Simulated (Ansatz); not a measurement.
Cost and result for the atomization energy of `N[SiH](O)[GaH2]` (10 atoms, 9 bonds).

Z-matrix (Å, degrees):
```
Si
O 1 1.661
Ga 1 2.408 2 103.0
N 1 1.716 2 116.9 3 -119.4
H 1 1.493 2 108.5 3 124.5
H 2 0.959 1 117.8 3 -170.8
H 3 1.575 1 123.4 2 101.5
H 3 1.578 1 120.1 2 -79.6
H 4 1.007 1 122.3 2 -88.8
H 4 1.007 1 122.0 2 67.4
```

The species carries charge 0 and has multiplicity 1. Correlated methods include outer-core shells of Ga, which these sets cover unevenly. Scalar relativity is left out up to krypton. Geometry: relaxed with PBE0-D4/def2-TZVP. It is one conformer, not always the lowest. Program: Ansatz. All runs use 4 threads of an Arm Neoverse V2 on a shared host. Times are those of one run each, without the atoms' runs, and a repeat can differ threefold. Electronic energies, without spin–orbit coupling; frozen cores. CCSD(T)/CBS adds CCSD(T) − MP2 in def2-TZVPP to the MP2 limit, and its time is that of the two runs behind it. T1 = 0.013. With those shells the extrapolation isn't a true limit. B3LYP takes the VWN-RPA correlation (the form of Gaussian; ORCA's B3LYP/G). HSE06 is the plane-wave form, built on full-range PBE exchange.

CCSD(T)/CBS is a level of theory with its own doubt, some kJ/mol a heavy atom from the limit and from the frozen cores, so smaller differences don't rank the functionals.

```
                            level  functions  wall time
           LDA (SPW92)/def2-TZVPP        236        1 s
               BLYP-D4/def2-TZVPP        236      1.6 s
  PBE-D4/def2-TZVPP (with forces)        236      1.9 s
              HSE06-D4/def2-TZVPP        236      2.5 s
          CAM-B3LYP-D4/def2-TZVPP        236      2.8 s
B3LYP-D4/def2-TZVPP (with forces)        236      3.5 s
              PBE-QIDH/def2-TZVPP        236      4.1 s
                 CCSD(T)/def2-SVP        108      4.3 s
               ωB97X-V/def2-TZVPP        236        6 s
 ωB97M-V/def2-TZVPP (with forces)        236        9 s
                   MP2/def2-QZVPP        453       15 s
               CCSD(T)/def2-TZVPP        236      100 s
                CCSD(T)/CBS(def2)          –      120 s
```

Q: What atomization energy does each give, and how far from CCSD(T)/CBS? (Best estimate.)

A: Ansatz gave: 
```json
{"level": "LDA (SPW92)/def2-TZVPP", "atomization (kcal/mol)": "850.6", "difference from CCSD(T)/CBS": "99.2", "per bond": "11.0"}
{"level": "BLYP-D4/def2-TZVPP", "atomization (kcal/mol)": "742.7", "difference from CCSD(T)/CBS": "-8.7", "per bond": "-1.0"}
{"level": "PBE-D4/def2-TZVPP (with forces)", "atomization (kcal/mol)": "750.1", "difference from CCSD(T)/CBS": "-1.3", "per bond": "-0.1"}
{"level": "HSE06-D4/def2-TZVPP", "atomization (kcal/mol)": "738.5", "difference from CCSD(T)/CBS": "-12.9", "per bond": "-1.4"}
{"level": "CAM-B3LYP-D4/def2-TZVPP", "atomization (kcal/mol)": "751.3", "difference from CCSD(T)/CBS": "-0.1", "per bond": "0.0"}
{"level": "B3LYP-D4/def2-TZVPP (with forces)", "atomization (kcal/mol)": "745.1", "difference from CCSD(T)/CBS": "-6.3", "per bond": "-0.7"}
{"level": "PBE-QIDH/def2-TZVPP", "atomization (kcal/mol)": "736.4", "difference from CCSD(T)/CBS": "-15.0", "per bond": "-1.7"}
{"level": "CCSD(T)/def2-SVP", "atomization (kcal/mol)": "684.3", "difference from CCSD(T)/CBS": "-67.1", "per bond": "-7.5"}
{"level": "ωB97X-V/def2-TZVPP", "atomization (kcal/mol)": "752.9", "difference from CCSD(T)/CBS": "1.5", "per bond": "0.2"}
{"level": "ωB97M-V/def2-TZVPP (with forces)", "atomization (kcal/mol)": "748.8", "difference from CCSD(T)/CBS": "-2.6", "per bond": "-0.3"}
{"level": "MP2/def2-QZVPP", "atomization (kcal/mol)": "749.4", "difference from CCSD(T)/CBS": "-2.0", "per bond": "-0.2"}
{"level": "CCSD(T)/def2-TZVPP", "atomization (kcal/mol)": "729.4", "difference from CCSD(T)/CBS": "-22.0", "per bond": "-2.5"}
{"level": "CCSD(T)/CBS(def2)", "atomization (kcal/mol)": "751.4", "difference from CCSD(T)/CBS": "0.0", "per bond": "0.0"}
```

From PBE to PBE0 (25 % exact exchange), in def2-TZVPP and without D4, the atomization energy moves by −11.3 kcal/mol: exact exchange takes away binding that semilocal exchange gives to molecules. In def2-TZVPP, CCSD(T) changes the Hartree–Fock value by +207.0 kcal/mol (the triples alone add +10.0 kcal/mol) and MP2 by +213.7 kcal/mol; breaking electron pairs costs correlation energy, which Hartree–Fock lacks. At CCSD(T), def2-SVP lies −67.1 kcal/mol from the extrapolated value and def2-TZVPP −22.1 kcal/mol: correlation converges slowly with the basis, and small sets miss more of it in the bonded molecule than in its fragments.
